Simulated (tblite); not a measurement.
C₅H₁₀FNSi.
Z-matrix (Å and degrees, GFN2-xTB geometry), rows numbered from 1:
```
N 
C   1  1.2584
C   2  1.5119  1  128.92
C   3  1.5271  2  104.64  1  -167.43
C   4  1.5281  3  103.61  2   -30.45
C   2  1.4938  1  121.84  3  -179.10
Si  6  1.9098  2  109.01  1    68.51
F   7  1.6158  6  105.70  2   170.99
H   1  1.0178  2  115.14  3    -0.03
H   3  1.0941  2  108.20  1    74.43
H   3  1.0911  2  111.84  1   -44.12
H   4  1.0915  3  109.92  2    86.91
H   4  1.0897  3  112.70  2  -152.20
H   5  1.0930  4  109.73  3   -79.61
H   5  1.0894  4  112.42  3   160.12
H   6  1.0923  2  109.67  1   -48.91
H   7  1.4492  6  112.29  2   -73.72
H   7  1.4566  6  112.67  2    58.23
```

All values are computed: GFN2-xTB (tblite) harmonic vibrations without scaling, gas phase. The method is semi-empirical: single wavenumbers can be off by several per cent or more. Modes of hydrogen on silicon can be 10 to 20 % off. One conformer, not necessarily the lowest.

Harmonic wavenumbers (cm⁻¹): 32.1, 70.2, 116.0, 172.9, 196.8, 291.2, 423.7, 481.0, 485.2, 558.1, 580.5, 623.2, 681.8, 714.9, 763.5, 805.0, 822.7, 859.3, 880.5, 914.9, 976.1, 1013.5, 1037.7, 1079.9, 1095.2, 1103.5, 1154.4, 1175.7, 1215.1, 1234.0, 1271.3, 1289.9, 1318.6, 1323.0, 1453.7, 1490.5, 1502.3, 1738.9, 2315.3, 2387.0, 2949.8, 2953.2, 2963.1, 2983.5, 2989.0, 3002.3, 3007.7, 3335.1.

A = 2668, B = 1296, C = 994.6 MHz; mass 131.057 u (most abundant isotopes); point group C1, symmetry number 1.

Q: Zero-point energy?

A: ½Σν̃ = 30916 cm⁻¹ = 88.39 kcal/mol.

Q: Give the ideal-gas entropy at 273.15 K and 1 bar in the rigid-rotor, harmonic-oscillator model (classical rotation).

A: Translation 40.12, rotation 28.66, vibration 22.96: S = 91.7 cal/(mol K).

Q: And Cp and H(273.15 K) − H(0)?

A: Cp = 32.62 cal/(mol K), of which vibrations give 24.67 (their classical limit is 48 R = 95.4); H(273.15 K) − H(0) = 5.41 kcal/mol without the zero-point energy, 3.23 from vibrations.

Q: What must be added to the electronic energy to get the Gibbs energy at 273.15 K and 1 bar?

A: ZPE + [H(273.15 K) − H(0)] − T·S = 88.39 + 5.41 − 25.06 = 68.74 kcal/mol.

Q: Blend soft modes into free rotors: weight 1/[1 + (100 cm⁻¹/ν̃)⁴] for the oscillator and the rest for a rotor with moment μB/(μ + B), μ = h/(8π²ν), B = 10⁻⁴⁴ kg m². What vibrational entropy results?

A: 20.54 cal/(mol K) in place of 22.96, which changes −T·S at 273.15 K by +0.66 kcal/mol.

Q: How do the functions run with temperature in this model?

A: 
| T (K) | S (cal/(mol K)) | Cp (cal/(mol K)) | H − H(0) (kcal/mol) | G − H(0) (kcal/mol) | ln q(vib) |
| --- | --- | --- | --- | --- | --- |
| 50 | 58.8 | 12.7 | 0.51 | -2.44 | 0.70 |
| 100 | 68.9 | 16.6 | 1.24 | -5.65 | 1.82 |
| 298.15 | 94.7 | 35.3 | 6.25 | -21.98 | 6.14 |
| 373.15 | 103.5 | 43.0 | 9.19 | -29.42 | 7.81 |
| 500 | 117.7 | 54.0 | 15.38 | -43.45 | 10.70 |
| 750 | 142.6 | 69.0 | 30.91 | -76.07 | 16.39 |
| 1000 | 163.9 | 78.5 | 49.44 | -114.46 | 21.80 |

q(vib) and H(0) count from the zero-point level.

Hindered rotation and anharmonicity are outside this model. Other conformers, if any are populated, would add a mixing term that is left out. The structure is chiral; the term R ln 2 for an equal mix with its mirror image is left out.
